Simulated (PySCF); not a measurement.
## A search over the determinants of SiBr

Unrestricted PBE0; basis Si def2-TZVPP, Br def2-TZVPP; no relativity; PySCF 2.14. Outer shells of the fragments: Si 3s2 3p2; Br 3d10 4s2 4p5.

Followed along the bond (rough minima from three points):

| 2Ms+1 | unpaired | ⟨S²⟩ at the start | R at minimum (Å) | Te (eV) |
| --- | --- | --- | --- | --- |
| 2 | π ↑ | 0.76 | 2.24 | 0.00 |
| 4 | σ ↑, π ↑↑ | 3.75 | 2.24 | 2.75 |

Solutions found at the starting distance of 2.230 Å, counted from the lowest of them; the search is not exhaustive and high or unbound solutions are not listed, so other states can lie among these:

```csv
2Ms+1,unpaired,term,E (eV),⟨S²⟩,⟨Lz²⟩,μ (D)
2,π ↑,²Π,0.00,0.76,1.01,-0.77
4,"σ ↑, π ↑↑",⁴Σ⁻,2.75,3.75,0.00,-0.49
2,σ ↑,²Σ⁺,3.08,0.75,0.00,-0.60
2,"σ ↑, π ↑↓",mixed,3.65,1.76,2.03,0.04
2,"σ ↓, π ↑↑",mixed,3.88,1.77,0.00,0.45
4,π ↑↑↑,⁴Π,4.47,3.77,1.01,3.66
4,"σ ↑↑, π ↑",⁴Π,5.67,3.76,1.01,-0.24
4,"σ ↑, π ↑↑",mixed,6.98,3.76,2.02,3.24
4,"σ ↑, π ↑↑",mixed,7.21,3.76,2.02,3.21
```

A term symbol is given only where ⟨S²⟩ and ⟨Lz²⟩ are close to those of a pure state; real π, δ and φ orbitals otherwise mix terms. A positive dipole means Si(−)Br(+).

Spin–orbit coupling is left out. Counting both spins, an empty level lies below a filled one in some of these solutions, because spin and occupation are held.
